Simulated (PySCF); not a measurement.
A PySCF script (with the pyscf-properties extension) for the NMR shieldings of `C=C[CH2][Al@@H-]([CH3])[N+](C)(C)C`, C$_{7}$H$_{18}$AlN, on a GFN2-xTB geometry:

```python
import basis_set_exchange as bse
import numpy as np
from pyscf import gto, dft
from pyscf.prop import nmr

atoms = """
C     2.843715   -0.702340   -1.352440
C     2.481470   -0.892628   -0.089054
C     1.972924    0.149874    0.828657
Al    0.013711    0.248962    1.375845
C    -0.661066    2.067588    1.865394
N    -1.041907   -0.270530   -0.343712
C    -0.755230   -1.659414   -0.668577
C    -2.453251   -0.119779   -0.026403
C    -0.670522    0.590129   -1.454856
H     2.830738    0.277504   -1.805571
H     3.173673   -1.510587   -1.984550
H     2.532522   -1.894625    0.324320
H     2.276685    1.142096    0.461005
H     2.468625    0.025483    1.804141
H    -0.521321   -0.952395    2.226877
H     0.085827    2.547420    2.509142
H    -1.569743    2.010788    2.476932
H    -0.871573    2.798111    1.075872
H     0.304883   -1.759393   -0.896832
H    -1.346786   -2.002428   -1.523767
H    -0.980408   -2.277587    0.199414
H    -2.672232   -0.699397    0.870488
H    -3.092233   -0.461870   -0.847350
H    -2.666835    0.926492    0.183416
H    -0.835294    1.628779   -1.173030
H     0.387780    0.453169   -1.669507
H    -1.254049    0.363001   -2.353692
"""
names = dict.fromkeys(["C", "Al", "N", "H"], "pcSseg-1")
basis = {el: gto.basis.parse(bse.get_basis(n, elements=[el], fmt="nwchem")) for el, n in names.items()}
mol = gto.M(atom=atoms, basis=basis, charge=0, verbose=0)
mf = dft.RKS(mol, xc="PBE0")
mf.grids.level = 2
mf.grids.alignment = dft.numint.BLKSIZE   # the property module wants whole blocks of grid points
mf.conv_tol = 1e-9
mf.kernel()

calc = nmr.RKS(mf)   # GIAO
C = mf.mo_coeff
Co = C[:, mf.mo_occ > 0]
resp = mf.gen_response(singlet=True, hermi=2)
def vind(x):   # induced exchange potential for any number of trial vectors
    d = np.einsum("pi,xij,qj->xpq", C, 2 * x.reshape(-1, C.shape[1], Co.shape[1]), Co, optimize=True)
    return np.einsum("xpq,pi,qj->xij", resp(d - d.transpose(0, 2, 1)), C, Co, optimize=True).ravel()
mo1, _ = nmr.rhf.solve_mo1(calc, with_cphf=vind)
sigma = calc.kernel(mo1)
for i, s in enumerate(sigma):   # ppm
    print("%2d %-2s %9.2f" % (i, mol.atom_pure_symbol(i), np.trace(s) / 3))
```

Q: What does it print?

A: 
```
 0 C      76.93
 1 C      32.08
 2 C     161.63
 3 Al    396.34
 4 C     199.83
 5 N     224.98
 6 C     139.63
 7 C     138.53
 8 C     142.56
 9 H      26.84
10 H      26.93
11 H      25.14
12 H      29.98
13 H      30.31
14 H      27.78
15 H      32.33
16 H      32.16
17 H      32.39
18 H      28.07
19 H      30.00
20 H      29.13
21 H      28.98
22 H      29.94
23 H      29.26
24 H      29.14
25 H      28.60
26 H      29.84
```

These numbers come from an equivalent density-fitted implementation of the same equations, which agrees with the script to about 0.01 ppm for H and up to a few tenths of a ppm for heavy atoms, so last digits may differ.

Size and cost of the density-fitted run: 250 basis functions, 64 s wall time on 1 thread of an Arm Neoverse V1, shared host; peak memory 1.2 GiB.
